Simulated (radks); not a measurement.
Excited configurations of Lu15+: one electron is placed in a higher orbital outside [Kr] 4d10 4f9. The ground configuration is [Kr] 4d10 4f10. All-electron calculation, non-relativistic Kohn-Sham, r2SCAN, spin-polarised, spherical densities, point nucleus; open shells are filled with parallel spins first (spin-orbit coupling, left out, can overturn this in heavy ions); meta-GGA in the generalised Kohn-Sham scheme; relativity is left out, which matters for an element this heavy. Program: a radial shooting solver on a logarithmic mesh with Libxc functionals. Excitation = E - E(ground); binding = E(ion) - E, where the ion is the core of charge +16; n* = 16/sqrt(2 binding) in atomic units, and the quantum defect is n - n*.

| outer orbital | excitation (eV) | binding (eV) | n* | quantum defect | <r> (bohr) |
|---|---|---|---|---|---|
| 5s | 12.396 | 326.89 | 3.264 | 1.736 | 1.034 |
| 5f | 152.22 | 187.07 | 4.315 | 0.685 | 1.379 |
| 6d | 187.94 | 151.35 | 4.797 | 1.203 | 2.009 |
| 7s | 215.21 | 124.08 | 5.298 | 1.702 | 2.662 |
| 7d | 236.12 | 103.17 | 5.810 | 1.190 | 3.011 |

The Delta-SCF ionisation energy is 339.29 eV (NIST Atomic Spectra Database: 361 eV, theoretical). Self-interaction in the functional shifts the binding energies and quantum defects, so they are the method's values and not measured ones. Relativity is left out here, which matters for elements this heavy. Open shells are spherical and high-spin; term and fine-structure splittings are not resolved.
